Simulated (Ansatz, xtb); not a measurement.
**Relative energy of two structures of H4In2NO**

We compare I, a doublet given by its coordinates, with II, a doublet given by its coordinates. Both are isolated molecules in the gas phase, relaxed with PBE0-D3(BJ)/def2-SVP.

I (Å):

```yaml
atoms:
  - { symbol: In, position_ang: [-3.1090, 1.4154, -2.0725] }
  - { symbol: In, position_ang: [-3.4695, 2.1920, 1.7379] }
  - { symbol: N, position_ang: [-1.2688, -0.0990, -1.6655] }
  - { symbol: O, position_ang: [-2.8397, 1.4838, -0.0344] }
  - { symbol: H, position_ang: [-0.3280, 0.1514, -1.9647] }
  - { symbol: H, position_ang: [-1.3839, -1.1060, -1.7599] }
  - { symbol: H, position_ang: [-1.4012, 0.1704, -0.6793] }
  - { symbol: H, position_ang: [-2.2700, 2.6991, -2.9849] }
```

Close contacts (Å): In1–N3 2.42, In1–O4 2.06, In2–O4 2.01, In1–H8 1.78, N3–H5 1.02, N3–H6 1.02, N3–H7 1.03.

II (Å):

```json
{"atom": "In", "x (Å)": "-2.2274", "y (Å)": "-0.4256", "z (Å)": "-1.7207"}
{"atom": "In", "x (Å)": "-2.4544", "y (Å)": "2.8266", "z (Å)": "-0.3626"}
{"atom": "N", "x (Å)": "-1.1812", "y (Å)": "0.8431", "z (Å)": "-0.2183"}
{"atom": "O", "x (Å)": "-3.4961", "y (Å)": "1.3416", "z (Å)": "-1.6365"}
{"atom": "H", "x (Å)": "-1.2208", "y (Å)": "0.4446", "z (Å)": "0.7228"}
{"atom": "H", "x (Å)": "-0.1828", "y (Å)": "0.9592", "z (Å)": "-0.4108"}
{"atom": "H", "x (Å)": "-1.3268", "y (Å)": "-0.3604", "z (Å)": "-3.2524"}
{"atom": "H", "x (Å)": "-4.2866", "y (Å)": "1.4793", "z (Å)": "-2.1687"}
```

Close contacts (Å): In1–N3 2.23, In1–O4 2.18, In2–N3 2.36, In2–O4 2.22, In1–H7 1.78, N3–H5 1.02, N3–H6 1.02, O4–H8 0.96.

Energies in hartree; the thermal terms are from PBE0-D3(BJ)/def2-SVP harmonic frequencies (ideal gas, rigid rotor, one conformer each, 298.15 K, 1 atm) and include the zero-point energy:

|  | I | II |
| --- | --- | --- |
| E, CCSD(T)/def2-SVP | −510.566740 | −510.588305 |
| E, MP2/def2-SVP | −510.516907 | −510.537156 |
| E, MP2/def2-TZVPP | −511.190710 | −511.208659 |
| zero-point energy | 0.045838 | 0.044689 |
| H(298 K) − E | 0.054564 | 0.052896 |
| G(298 K) − E | 0.009500 | 0.010282 |

Correct the CCSD(T) difference for the basis set by the MP2 change, then work out ΔE, ΔE₀, ΔH and ΔG for I → II in kcal/mol (1 Eh = 627.51 kcal/mol) and the equilibrium ratio [II]/[I].

1. Differences II − I: CCSD(T) −0.021565, MP2 in the small set −0.020249, MP2 in the large set −0.017949 Eh.
2. ΔE = −0.021565 + (−0.017949 − (−0.020249)) = −0.019265 Eh = −12.09 kcal/mol.
3. ΔE₀ = ΔE + ΔZPE = −0.019265 + (−0.001149) Eh = −12.81 kcal/mol.
4. ΔH = ΔE + (−0.001668) Eh = −13.14 kcal/mol.
5. ΔG = ΔE + (+0.000782) Eh = −11.60 kcal/mol, so ΔS = (ΔH − ΔG)/T = −21.6 J/(mol K).
6. kT = 0.9442 mEh, so K = [II]/[I] = exp(−ΔG/kT) = exp(+19.58) ≈ 3.2 × 10^8.

Structure II is favoured at this temperature. An error of 1 kcal/mol in ΔG would change K by a factor of 5.4. Mirror images and further conformers aren't counted.

Other levels gave ΔE = −14.1 (PBE0-D3(BJ)/def2-SVP); −16.9 (HF/def2-SVP); −12.7 (MP2/def2-SVP); −13.5 (CCSD(T)/def2-SVP) kcal/mol. Open shells are spin-unrestricted. The correlated steps freeze 10 core orbitals; the filled d shell of In is correlated, in a basis made for valence electrons. Atoms past krypton carry core potentials in the def2 sets, without spin–orbit terms. Programs: Ansatz 0.2.0.
